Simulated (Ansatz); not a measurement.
Basis-set series for BH4NSSiZn (`B[N]1[SiH2][S][Zn]1`). Total charge 0; spin multiplicity 1. All single points use the PBE0-D4/def2-TZVP geometry.

Cartesian coordinates in Å:
```
B 0.535 -1.587 -0.394
N 0.370 -0.390 0.297
Si -0.594 1.012 -0.168
S -0.245 2.357 1.500
Zn 0.887 0.507 1.881
H -0.023 -1.752 -1.451
H 1.228 -2.464 0.048
H -0.119 1.626 -1.434
H -2.039 0.691 -0.279
```

```json
{"functional": "PBE0-D4", "basis": "def2-SVP", "functions": "115", "energy (Eh)": "-2548.02291", "HOMO (eV)": "-7.10", "LUMO (eV)": "-3.17"}
{"functional": "PBE0-D4", "basis": "def2-TZVPP", "functions": "266", "energy (Eh)": "-2548.61255", "HOMO (eV)": "-7.27", "LUMO (eV)": "-3.34"}
{"functional": "ωB97M-V", "basis": "def2-SVP", "functions": "115", "energy (Eh)": "-2548.45161", "HOMO (eV)": "-9.18", "LUMO (eV)": "-1.43"}
{"functional": "ωB97M-V", "basis": "def2-TZVPP", "functions": "266", "energy (Eh)": "-2549.04371", "HOMO (eV)": "-9.40", "LUMO (eV)": "-1.68"}
```

(1) Give the rows for def2-QZVPP. (Best estimate.)

Answers

(1) Computed: 
```json
{"functional": "PBE0-D4", "basis": "def2-QZVPP", "functions": "474", "energy (Eh)": "-2548.68341", "HOMO (eV)": "-7.29", "LUMO (eV)": "-3.34"}
{"functional": "ωB97M-V", "basis": "def2-QZVPP", "functions": "474", "energy (Eh)": "-2549.11128", "HOMO (eV)": "-9.42", "LUMO (eV)": "-1.70"}
```

Scalar relativity is left out up to krypton.
